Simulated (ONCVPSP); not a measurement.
zinc ONCV: all-electron and pseudo phase curves

- Element: Zn
- Generator: ONCVPSP 4.0.1
- Type: optimised norm-conserving Vanderbilt (ONCV)
- Functional: LDA (Perdew-Zunger)
- Relativity: scalar-relativistic
- Frozen core: [Ne]
- Valence charge: 20
- Reference configuration: 3s2 3p6 3d10 4s2
- Partial waves: 3s+4s: rc 1.10 bohr, ncon 4, nbas 7, qcut 10.2 1/bohr, 2 projectors; 3p: rc 0.75 bohr, ncon 4, nbas 8, qcut 12.9 1/bohr, 2 projectors, debl 4 Ha; 3d: rc 1.45 bohr, ncon 5, nbas 10, qcut 12.8 1/bohr, 2 projectors, debl 3.5 Ha
- Local potential: polynomial inside 0.55 bohr (lpopt 2, dvloc0 6 Ha)
- Core correction: Teter function, fcfact 3.5, rcfact 1.3

The phase is arctan(r·R′/R) of the radial function R(r), unwrapped; energies in Ha, scanned from -6 to 5 Ha. A pole is an energy at which the radial function vanishes at the test radius. The pseudo phase is shifted by a multiple of π to meet the all-electron one at the reference energy, and phase errors are pseudo minus all-electron; the curves can meet again beyond the range given. Levels narrower than the energy grid can be missing from the lists of poles.

Task: For each channel, where are the poles, and over which energies does the pseudopotential scatter like the atom?

Result:

```csv
channel,radius (bohr),reference energy (Ha),"poles, all-electron","poles, pseudo",unbroken range about the reference energy with phases within 0.05 rad,phase error 1 Ha above the reference energy (rad)
s,1.12,-0.23,-3.75,-3.75,the whole range,-0.000
p,0.76,-3.06,3.97,3.97,the whole range,+0.000
d,1.47,-0.38,0.06,0.06,the whole range,+0.000
```

Phases in the d channel:

```json
{"E (Ha)": "-5.96", "all-electron": "1.331", "pseudo": "1.331"}
{"E (Ha)": "-5.40", "all-electron": "1.316", "pseudo": "1.316"}
{"E (Ha)": "-4.84", "all-electron": "1.298", "pseudo": "1.298"}
{"E (Ha)": "-4.28", "all-electron": "1.276", "pseudo": "1.276"}
{"E (Ha)": "-3.72", "all-electron": "1.247", "pseudo": "1.247"}
{"E (Ha)": "-3.16", "all-electron": "1.209", "pseudo": "1.208"}
{"E (Ha)": "-2.60", "all-electron": "1.152", "pseudo": "1.152"}
{"E (Ha)": "-2.04", "all-electron": "1.058", "pseudo": "1.058"}
{"E (Ha)": "-1.48", "all-electron": "0.859", "pseudo": "0.859"}
{"E (Ha)": "-0.92", "all-electron": "0.153", "pseudo": "0.153"}
{"E (Ha)": "-0.36", "all-electron": "-1.216", "pseudo": "-1.216"}
{"E (Ha)": "0.20", "all-electron": "-1.642", "pseudo": "-1.642"}
{"E (Ha)": "0.76", "all-electron": "-1.850", "pseudo": "-1.850"}
{"E (Ha)": "1.32", "all-electron": "-2.059", "pseudo": "-2.059"}
{"E (Ha)": "1.88", "all-electron": "-2.393", "pseudo": "-2.393"}
{"E (Ha)": "2.44", "all-electron": "-3.026", "pseudo": "-3.026"}
{"E (Ha)": "3.00", "all-electron": "-3.754", "pseudo": "-3.754"}
{"E (Ha)": "3.56", "all-electron": "-4.156", "pseudo": "-4.156"}
{"E (Ha)": "4.12", "all-electron": "-4.356", "pseudo": "-4.355"}
{"E (Ha)": "4.68", "all-electron": "-4.470", "pseudo": "-4.470"}
```
